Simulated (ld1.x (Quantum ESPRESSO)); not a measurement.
**Os, ultrasoft: configuration errors across variants**

osmium, ultrasoft, made with ld1.x (Quantum ESPRESSO) 7.5 (PBE, scalar-relativistic). Core [Kr] 4d10, reference 4f14 5s2 5p6 5d6.5 6s1.5 6p0. Waves: 5s (bound): rcut 1.40, rcutus 1.80 bohr; 6s (bound): rcut 1.40, rcutus 1.80 bohr; 5p (bound): rcut 1.80, rcutus 2.45 bohr; 6p (bound, empty): rcut 1.80, rcutus 2.45 bohr; 5d (bound): rcut 1.70, rcutus 1.80 bohr; 5d channel at -0.05 Ry: rcut 1.70, rcutus 1.80 bohr; 4f (bound): rcut 0.60, rcutus 0.65 bohr; 4f channel at -1.15 Ry: rcut 0.60, rcutus 0.65 bohr. Local part: all-electron potential smoothed inside 1.05 bohr (lloc = -1). Core correction: Bessel-smoothed model core inside 0.60 bohr. Augmentation charge: PSQ, inside the norm-conserving radii.

All-electron excitation energies from the reference (eV): (1) 4f14 5s2 5p6 5d6 6s2 6p0 -0.054; (2) 4f14 5s2 5p6 5d6 6s1 6p0 9.523; (3) 4f14 5s2 5p6 5d6 6s0 6p0 26.437; (4) 4f13 5s2 5p6 5d7 6s1 6p0 59.904; (5) 4f14 5s2 5p6 5d6 6s1 6p1 5.003; (6) 4f14 5s2 5p6 5d7 6s1 6p0 0.263.

The overlap operator is not positive definite (basis up to 400 Ry) in “waves 5p (bound): rcut 1.70, rcutus 1.80 bohr; 6p (bound): rcut 1.70, rcutus 1.80 bohr”. Such files are unfit for use, however small their errors in these radial tests.

6 further variants failed, have other tests or another functional or relativity, and are left out.

A true bound ghost makes a file unfit for plane-wave use even where its test errors are small: the radial tests pick states by their node count and pass the ghost by.

Errors AE − PS in meV (a dash: test not solved or not reliable):

| change | (1) | (2) | (3) | (4) | (5) | (6) | bound ghosts |
| --- | --- | --- | --- | --- | --- | --- | --- |
| base | +0.7 | -2.0 | -9.0 | -778 | +1.0 | -3.0 | s |
| waves 4f (bound): rcut 0.60, rcutus 0.96 bohr; 4f channel at -1.15 Ry: rcut 0.60, rcutus 0.96 bohr | +0.7 | -2.1 | -9.2 | -783 | +0.9 | -3.0 | s |
| waves 5p (bound): rcut 1.70, rcutus 1.80 bohr; 6p (bound): rcut 1.70, rcutus 1.80 bohr | 0.0 | -2.7 | -9.3 | -437 | -15 | -3.5 | s (p not tested, overlap not positive) |
| wave 4f channel at -1.15 Ry: rcut 0.60, rcutus 0.65 bohr becomes 4f channel at -0.55 Ry: rcut 0.60, rcutus 0.65 bohr | +0.7 | -2.0 | -9.0 | -776 | +1.0 | -3.0 | s |

(1) Give the same row for: waves 5s (bound): rcut 1.02, rcutus 1.08 bohr; 6s (bound): rcut 1.02, rcutus 1.08 bohr.

Answers

(1) +1.2, -1.1, -7.1, -176, +1.1, -3.0; bound ghosts: none.
